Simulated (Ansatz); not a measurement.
**Ligand exchange: GeH(CH3)2Br + GaHBr2 → GeH2(CH3)2 + GaBr3**

Species: GeH(CH3)2Br, singlet; GaHBr2 `[Br][GaH][Br]`, singlet; GeH2(CH3)2, singlet; GaBr3 (gallium tribromide) `[Br][Ga]([Br])[Br]`, singlet. The partners trade Br for H: Ge–Br and Ga–H bonds give way to Ge–H and Ga–Br.

Shapes, held fixed at every level: PBE0-D4/def2-TZVP. Programs: Ansatz 0.2.0. Electronic energies: no zero-point or thermal term.

(1) Estimate ΔE of this reaction.

Results:

(1) The highest level, CCSD(T)/def2-TZVPP, gives ΔE = -22.6 kJ/mol; the levels span -22.6 to -17.2. The column of differences is taken from that level and isn't an error. No measured value is set beside it here. Relativity is left out for Br, Ga, Ge. Outer-core shells of Br, Ga, Ge are correlated in most correlated rows, in sets that cover them unevenly.

```csv
level,kind,ΔE (kJ/mol),less CCSD(T)/def2-TZVPP
HF/def2-TZVPP,Hartree–Fock,-19.9,+2.7
PBE-D4/def2-TZVPP,GGA,-17.8,+4.8
r2SCAN-D4/def2-TZVPP,meta-GGA,-18.6,+4.0
B3LYP-D4/def2-TZVPP,global hybrid,-19.4,+3.2
wB97X-V/def2-TZVPP,range-separated hybrid,-17.2,+5.4
B2PLYP/def2-TZVPP,double hybrid,-20.3,+2.3
CCSD(T)/def2-TZVPP,coupled cluster or CI,-22.6,0.0
```
